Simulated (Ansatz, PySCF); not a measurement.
Reaction (SMILES): CCN -> CC[NH] + H atom (the H-N bond at the site shown breaks; other sites are not compared here)
Each molecule is optimised on its own at B3LYP-D3(BJ)/def2-TZVP (Ansatz, a program for electronic structure), one conformer each, not searched for the lowest.

Wanted: bond dissociation energy (enthalpy at 298 K, with B3LYP-D3(BJ) rigid-rotor harmonic-oscillator terms from PySCF), in kJ/mol. Valence correlation only, unless marked. Open shells are spin-unrestricted. Spin-orbit coupling is left out. No relativistic terms. CBS marks a two-point X^-3 extrapolation of the correlation energy; Hartree-Fock from the larger set. The bracket is a focal-point correction in the basis named.

RI-MP2/CBS(cc-pVTZ,cc-pVQZ)+[CCSD(T)-MP2]/cc-pVTZ (Ansatz) gives 423.0 kJ/mol.

Task: Another calculation gave 403.6 kJ/mol. Which level was it?
A. HF/def2-TZVPD (PySCF)
B. SVWN5/def2-TZVPD (Ansatz)
C. M06-2X/def2-TZVPD (PySCF)
D. B3LYP/def2-TZVPD (Ansatz)

Result: D, B3LYP/def2-TZVPD (Ansatz). The others give 415.6 (M06-2X), 290.1 (HF), 461.1 (SVWN5) kJ/mol.
